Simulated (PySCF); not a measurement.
C₃H₃ClF₂, SMILES F[C@@H]1C[C@@]1(F)Cl.

Coordinates come from a PBE0-D3(BJ)/def2-SVP optimisation. The structure was generated by enumeration; whether it is a known compound was not checked.

These are TDA-B3LYP/def2-SVPD (PySCF) values and carry that method's errors.

Vertical excitations. Gas-phase values at a fixed geometry.

Computed lowest excited states:
```tsv
state	energy (eV)	λ (nm)	f	main pairs
S1	6.56	189	0.001	HOMO→LUMO 98 %
S2	7.41	167	0.032	HOMO−1→LUMO 81 %, HOMO→LUMO+1 14 %
S3	7.48	166	0.021	HOMO→LUMO+1 80 %, HOMO−1→LUMO 15 %
S4	8.00	155	0.005	HOMO−2→LUMO 84 %
S5	8.06	154	0.025	HOMO→LUMO+2 76 %
S6	8.31	149	0.026	HOMO−1→LUMO+1 66 %, HOMO→LUMO+3 14 %
S7	8.39	148	0.013	HOMO→LUMO+3 65 %, HOMO−1→LUMO+1 18 %, HOMO→LUMO+2 11 %
S8	8.50	146	0.003	HOMO−3→LUMO 85 %
S9	8.61	144	0.050	HOMO→LUMO+4 90 %
S10	8.81	141	0.006	HOMO−1→LUMO+2 63 %, HOMO→LUMO+5 18 %
T1	5.98	207	0	HOMO→LUMO 94 %
T2	6.85	181	0	HOMO−1→LUMO 82 %
T3	7.15	174	0	HOMO→LUMO+1 67 %
T4	7.41	167	0	HOMO−2→LUMO 69 %, HOMO−1→LUMO 11 %
```
Triplets are in the Tamm–Dancoff approximation.
